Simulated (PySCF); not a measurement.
**KS: from constants to spectrum**

UHF-CCSD(T) constants of KS, ²Π (doublet), unpaired electrons π ↑ (PySCF, no relativity, basis sets K 6-31G(d,p), S 6-31G(d,p); masses 38.9637 and 31.9721 u):

- ωe: 239.5 cm⁻¹
- ωexe: 0.945 cm⁻¹
- Be: 0.11593 cm⁻¹
- αe: 0.000729 cm⁻¹
- D (centrifugal): 1.09e-07 cm⁻¹
- De to K + S: 2.06 eV

(1) Give the vibrational terms G(v) and spacings up to v = 6.

(2) How well does the Morse estimate ωe²/(4ωexe) reproduce De, and what is D0?

Correlated steps freeze 10 core orbitals. Correlated levels converge slowly with the basis: in double zeta they bind strong bonds too weakly, by up to about 1 eV, and carry superposition errors of some tenths. The state is the lowest determinant that a PBE0 search found; another state may lie lower at other levels.

Results:

(1) G(v) = ωe(v+½) − ωexe(v+½)².

```json
{"v": "0", "G(v) (cm⁻¹)": "119.5", "G(v) − G(v−1)": "", "Bv (cm⁻¹)": "0.1156"}
{"v": "1", "G(v) (cm⁻¹)": "357.1", "G(v) − G(v−1)": "237.6", "Bv (cm⁻¹)": "0.1148"}
{"v": "2", "G(v) (cm⁻¹)": "592.8", "G(v) − G(v−1)": "235.7", "Bv (cm⁻¹)": "0.1141"}
{"v": "3", "G(v) (cm⁻¹)": "826.7", "G(v) − G(v−1)": "233.8", "Bv (cm⁻¹)": "0.1134"}
{"v": "4", "G(v) (cm⁻¹)": "1058.6", "G(v) − G(v−1)": "231.9", "Bv (cm⁻¹)": "0.1126"}
{"v": "5", "G(v) (cm⁻¹)": "1288.7", "G(v) − G(v−1)": "230.0", "Bv (cm⁻¹)": "0.1119"}
{"v": "6", "G(v) (cm⁻¹)": "1516.8", "G(v) − G(v−1)": "228.2", "Bv (cm⁻¹)": "0.1112"}
```

(2) It gives 1.88 eV, 91 % of the computed De. D0 = De − G(0) = 2.06 − 0.01 = 2.05 eV.
